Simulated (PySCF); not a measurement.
# How ionic is MI along group 13?

PBE0 in PySCF with def2-SVP on every atom (core potentials on In, I, Tl), for the lowest determinant that a PBE0 search found; no spin–orbit coupling. A negative dipole means M(+)I(−).

```
 M  state (unpaired electrons)  Re (Å)  μ (D)
Al      singlet (closed shell)   2.551  -1.78
Ga      singlet (closed shell)   2.590  -2.44
In      singlet (closed shell)   2.791  -3.62
Tl      singlet (closed shell)   2.867  -4.63
```

Problem. Give the ionic character |μ|/(e·Re) of each, with 1 e·Å = 4.803 D, and the positive end.

Solution. AlI 15 % (Al positive), GaI 20 % (Ga positive), InI 27 % (In positive), TlI 34 % (Tl positive). Lone pairs and polarisation enter μ too, so this number is only a rough measure of charge transfer.

These are scalar-relativistic numbers at best; spin–orbit coupling would shift them, the dissociation energy most.
